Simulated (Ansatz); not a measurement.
Geometry optimisation, RKS PBE-D4/def2-SVPD (Ansatz).

Input file:

```yaml
crystal:
  periodic: [false, false, false]
  atoms:
    - { symbol: C, position_ang: [-0.74339, -0.51504, -0.61507] }
    - { symbol: C, position_ang: [0.30355, -0.06266, -1.03472] }
    - { symbol: Zn, position_ang: [0.31456, 0.41799, 1.17852] }
    - { symbol: H, position_ang: [-1.69381, -0.97653, -0.44641] }
    - { symbol: H, position_ang: [1.15086, 0.25534, -1.6063] }
    - { symbol: H, position_ang: [0.66824, 0.8809, 2.52399] }
total_charge: 1
basis:
  gaussian: { orbitals: def2-SVPD }
hamiltonian:
  xc: pbe
  dispersion: d4
relax:
  f_tol: 0.02
  max_steps: 50
```

Run as:

```bash
$ ansatz run input.yaml --threads 2 --pin off --max-ram 3072MiB --backend cpu --events-out ev --progress --plain --runs-dir out
```

Task: Where does it end, and by what steps?

Result: The forces met the threshold. After 5 steps the energy has fallen by 0.083 eV; H4 moved furthest, 0.09 Å.

```tsv
step	energy less start (eV)	largest force component (eV/Å)	accepted
0	0.0000	0.799	yes
1	-0.0615	0.294	yes
2	-0.0772	0.145	yes
3	-0.0717	0.287	no
4	-0.0826	0.032	yes
5	-0.0828	0.013	yes
```

```xyz
6
Properties=species:S:1:pos:R:3
C -0.756 -0.530 -0.644
C 0.302 -0.072 -1.080
Zn 0.297 0.395 1.133
H -1.716 -0.968 -0.361
H 1.209 0.295 -1.567
H 0.663 0.880 2.520
```

Whether the end is a true minimum wasn't checked by a vibrational analysis.

The run took 7.1 s on 2 threads of AMD EPYC 7R13 Processor (Zen 3), on a shared host, peak memory 0.14 GiB.
